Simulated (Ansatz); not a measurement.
Reaction (hydrogenolysis of the Si–S bond): `BO[SiH2]S` + H₂ → `BO[SiH3]` + H₂S

Computed with Ansatz on PBE0-D4/def2-TZVP structures; ΔE is electronic, products minus reactants. CCSD(T)/CBS is the MP2 limit (def2-TZVPP, def2-QZVPP) plus CCSD(T) − MP2 in def2-TZVPP, frozen cores. This one scheme is used for every species. Each species was taken in one conformer, which may not be the lowest.

| species | HF/def2-SVP energy (Eh) |
| --- | --- |
| `BO[SiH2]S` | -788.73255 |
| H₂ | -1.12893 |
| `BO[SiH3]` | -391.28881 |
| H₂S | -398.56703 |

Task: Work out ΔE.

Result: ΔE = (-391.28881) + (-398.56703) − (-788.73255) − (-1.12893) = 0.00564 Eh = +0.15 eV. CCSD(T)/CBS gives +0.48 eV.

Largest T1 diagnostic among the species: 0.013.

From r2SCAN to r2SCAN0 (25 % exact exchange), in def2-TZVPP and without D4, ΔE moves by −0.03 eV. In def2-TZVPP, CCSD(T) changes the Hartree–Fock value by +0.20 eV (the triples alone add +0.05 eV) and MP2 by +0.29 eV. Leaving LDA and LC-ωPBE aside and taking each functional with its dispersion term where it has one, the values, not all of them listed here, spread over 0.17 eV, from CAM-B3LYP-D4 to revPBE-D4.
